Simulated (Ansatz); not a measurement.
All numbers were calculated with Ansatz.

A structure relaxed at PBE0-D4/def2-TZVP, charge 0, multiplicity 1:

Cartesian coordinates in Å:
```
C -0.2979 -0.9866 1.1671
C 0.2258 -0.1682 0.2453
N 1.5812 0.1011 0.1342
Si -0.8914 0.5638 -1.0682
H -1.3541 -1.2183 1.1693
H 0.3136 -1.4590 1.9324
H 1.8303 1.0029 -0.2375
H 2.1484 -0.1579 0.9279
H -0.5878 -0.0081 -2.4072
H -0.6627 2.0349 -1.1526
H -2.3053 0.2954 -0.7106
```

(1) Give its formula and SMILES.

(2) Summarise the bond lengths by kind.

Results:

(1) C2H7NSi, `C=C(N)[SiH3]`.

(2) 1 × C–C 1.339 Å; 2 × C–H 1.081 to 1.088 Å; 1 × C–N 1.386 Å; 1 × C–Si 1.873 Å; 2 × H–N 1.007 to 1.009 Å; 3 × H–Si 1.483 to 1.491 Å.
